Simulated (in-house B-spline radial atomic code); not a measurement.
Re. Computed with a B-spline radial atomic code. Model: non-relativistic spherical atom: semilocal Troullier-Martins pseudo-atom, one channel per l, against all electrons, high spin, G0W0 and RPA with empty states to l = 8, local potential for every l without a channel, a model core (radius 0 = none) keeps its share of the functional.

Without relativity these are model numbers for so heavy an element.

What the tables leave out is listed at the end.

The pseudopotential gives back the lowest level of each angular momentum of its own functional in the configuration it was made in; a second state of the same l is only approximately right. Exact exchange, RPA and GW see the smooth pseudo-orbitals and miss the exchange with the core, for which the functional's share stands in. The column with an uncorrelated core keeps all orbitals and exact exchange, and so separates missing core correlation from pseudisation. Only the three outermost levels and the lowest empty one were computed. RPA here is direct RPA, with no exchange kernel, and its energies carry an (l + 1/2)⁻⁴ tail. A hybrid on a potential with a model core restores only its own semilocal share of the core's exchange.

Command:
```bash
python run_psgw.py task.json out
```
Settings (lengths in bohr, energies in hartree):
```
Z                      75
electrons              75
configuration          [Xe] 4f14 5d5 6s2
generated_in           [Xe] 4f14 5d5 6s2
functional             pbe,pbe
core_shells            10
radius_factor          1.15
core_correction        True
ion_configuration      [Xe] 4f14 5d5 6s1
```

Run time, properties included: 110 s on 1 thread of Arm Neoverse N1, with other jobs on the host.

Given: made with PBE; model core radius 0.622 bohr; local radius 1.578 bohr; mean-field start PBE0.

Valence shells of the generating configuration: 4f, 5p, 5d, 6s.

Channel: s 3.271, p 1.279, d 1.596, f 1.599 (radii in bohr).

Computed: largest level miss in the spin-unpolarised generating configuration 0 eV; valence RPA correlation energy all-electron orbitals -1.8093 hartree; all-electron RPA polarisability, core included 61.673 bohr³; pseudo-atom RPA polarisability 58.594 bohr³; ionisation by mean-field all-electron 6.4687 eV; ionisation by mean-field pseudo minus all 0.016 eV; ionisation by RPA pseudo minus all 0.107 eV.

```csv
level,occupied,mean-field all-electron (eV),mean-field pseudo minus all (eV),G0W0 all-electron (eV),G0W0 uncorrelated core minus all (eV),G0W0 pseudo minus all (eV),exchange self-energy all-electron (eV),exchange self-energy pseudo (eV)
6s down,1,-4.6638,0.002,-6.9006,-0.011,-0.198,-8.0274,-7.9188
6s up,1,-5.9815,-0.345,-8.2811,-0.02,-0.78,-10.999,-12.331
```

**Question.** What is the valence RPA correlation energy pseudo?

**Answer.** -2.4595 hartree.

**Question.** What is the ionisation by RPA all-electron?

**Answer.** 6.9973 eV.

Among the listed levels the largest G0W0 shift of the pseudo-atom is -0.78 eV, for 6s up on the PBE0 start, while leaving the core uncorrelated moves that level by -0.02 eV. So pseudisation and the lost core exchange, not the missing core correlation, make the error. Not in the tables (levels of low weight, unsolved or above zero; the highest and the empty levels are kept at any weight): the PBE start was refused, since an empty level lay at or below an occupied one; on PBE0 the G0W0 levels 5d up (pseudo minus all +0.08 eV, weights 0.60 and 0.61), 5d down (pseudo minus all -0.52 eV, weights 0.33 and 0.55); no Hartree-Fock pseudo-atom is run with a model core.
